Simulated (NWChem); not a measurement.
Species: hydrogen bromide (HBr); SMILES Br

Program: NWChem. Pople sets run with spherical d functions. This build's default masses of Se (78.918 u) and Br (79.917 u) are each other's, which moves their modes by up to 0.6 %. B3LYP is NWChem's, with the RPA form of VWN correlation. Each level has its own optimisation; frequencies are unscaled.

```tsv
level	r Br–H (Å)	highest harmonic frequency (cm⁻¹)	zero-point energy (kcal/mol)	dipole (D)
Hartree-Fock/STO-3G	1.412	3120	4.5	1.29
Hartree-Fock/3-21G	1.432	2471	3.5	1.32
Hartree-Fock/6-31G*	1.412	2817	4.0	1.14
B3LYP/6-31G*	1.435	2618	3.7	1.10
LDA (Slater exchange, VWN5)/def2-SVP	1.434	2596	3.7	1.11
PBE/def2-SVP	1.435	2589	3.7	1.02
BLYP/def2-SVP	1.441	2540	3.6	0.96
PBE0/def2-SVP	1.422	2688	3.8	1.08
```
